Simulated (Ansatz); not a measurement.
Reaction (redistribution): `N#C[Si](F)(C#N)C#N` + `[CH3][Sn]([F])([F])[F]` → `N#C[Si](F)(F)C#N` + `[CH3][Sn]([F])([F])[C]#N`

Computed with Ansatz on PBE0-D4/def2-TZVP structures; ΔE is electronic, products minus reactants. CCSD(T)/CBS adds triple-zeta CCSD(T) − MP2 to the extrapolated MP2 energy (def2 sets, frozen cores). DFT in def2-TZVPP. B3LYP here is the variant with VWN-RPA as its local correlation; programs differ in this. HSE06 is defined as in plane-wave codes. Elements past krypton have def2 core potentials. For Sn outer-core shells are correlated without core-valence functions, which leaves a few kJ/mol of doubt a bond.

```
             level  ΔE (kJ/mol)
            B97M-V        -76.4
          B3LYP-D4        -78.4
          HSE06-D4        -79.7
RPA@PBE/def2-TZVPP        -90.1
       HF/def2-SVP        -83.3
   CCSD/def2-TZVPP        -94.0
CCSD(T)/def2-TZVPP        -91.4
     MP2/CBS(def2)        -82.9
```

Task: What does CCSD(T)/CBS give? (An estimate is asked.)

Result: Computed: -85.2 kJ/mol. The listed levels differ from it by 8.8, 6.8, 5.5, -4.9, 1.9, -8.8, -6.2, 2.3 kJ/mol.

Task: What do rigid-rotor, harmonic-oscillator terms from PBE0-D4/def2-TZVP frequencies (298.15 K, 1 bar) make of the CCSD(T)/CBS value? (Estimate.)

Result: Computed: ΔZPE = +0.8 kJ/mol, ΔH = -84.5 kJ/mol, ΔS = 8 J/(mol·K), ΔG = -86.9 kJ/mol. Modes under 50 cm⁻¹ make the entropy rough.

Largest T1 diagnostic among the species: 0.014.

From BLYP to BHLYP (50 % exact exchange), in def2-TZVPP and without D4, ΔE moves by −18.5 kJ/mol. Leaving LDA and LC-ωPBE aside and taking each functional with its dispersion term where it has one, the values, not all of them listed here, spread over 21.4 kJ/mol, from BHLYP-D4 to revPBE-D4. LDA lies −9.1 kJ/mol from PBE without D4.
